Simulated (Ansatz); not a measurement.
B₃F₂H₃, SMILES `BB(F)BF`, relaxed with RKS PBE0-D4/def2-TZVP in the Gaussian-basis code of Ansatz from a PBE-D4/def2-SVP geometry. The force threshold is 0.005 eV/Å; the program also tests the step.

The species carries charge 0 and has multiplicity 1.

Start:

```xyz
8

B     1.088   -0.929    0.291
B     0.106   -0.064   -0.740
F     0.108   -0.032   -2.086
B    -1.097    0.883    0.090
F    -0.775    1.966    0.801
H     2.111   -0.425    0.727
H     0.741   -1.969    0.826
H    -2.284    0.571    0.090
```

**Question.** How much energy does the relaxation release, and in how many steps? (Best estimate.)

**Answer.** The calculation gave: 3.97 kJ/mol, in 12 steps.

**Question.** Which bonds change most? (Best estimate.)

**Answer.** Computed: B1–H6 from 1.221 to 1.199 Å; B4–H8 from 1.227 to 1.206 Å; B1–H7 from 1.220 to 1.198 Å; B2–B4 from 1.742 to 1.727 Å.

**Question.** Give the relaxed structure. (An estimate is asked.)

**Answer.** Ansatz gave: 
```xyz
8

B     1.115   -0.961    0.309
B     0.088   -0.037   -0.635
F     0.163   -0.025   -1.972
B    -1.154    0.921    0.087
F    -0.867    2.097    0.626
H     2.145   -0.513    0.728
H     0.816   -2.056    0.693
H    -2.306    0.573    0.163
```
